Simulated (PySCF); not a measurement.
B(F)(SiH3)2, SMILES FB([SiH3])[SiH3] (H6BFSi2), PBE0/def2-SVP optimised geometry.

```
10

B      0.25    -0.19    -1.63
F      0.99    -0.36    -2.71
Si     1.07     0.75     0.00
H      0.57     0.12     1.26
H      0.59     2.17     0.00
H      2.56     0.75     0.00
Si    -1.69    -0.86    -1.63
H     -2.56     0.09    -0.87
H     -1.71    -2.17    -0.91
H     -2.25    -1.05    -3.00
```

Density from PBE0/def2-TZVP (PySCF) at that geometry.

Minimum of the electron density along straight lines between bonded atoms, close to the bond critical point (lines longer than 1.1 times the sum of covalent radii, or with two minima, are not listed):

```csv
bond,length / Å,ρ at the minimum / e bohr⁻³,∇²ρ there / e bohr⁻⁵,position (fraction from the first atom)
B1–F2,1.327,0.199,1.28,0.34
B1–Si3,2.047,0.109,-0.05,0.62
Si3–H4,1.498,0.117,0.16,0.49
Si3–H5,1.500,0.115,0.16,0.49
Si3–H6,1.496,0.117,0.15,0.49
B1–Si7,2.047,0.109,-0.05,0.62
Si7–H8,1.497,0.117,0.16,0.49
Si7–H9,1.500,0.115,0.16,0.49
Si7–H10,1.496,0.117,0.15,0.49
```
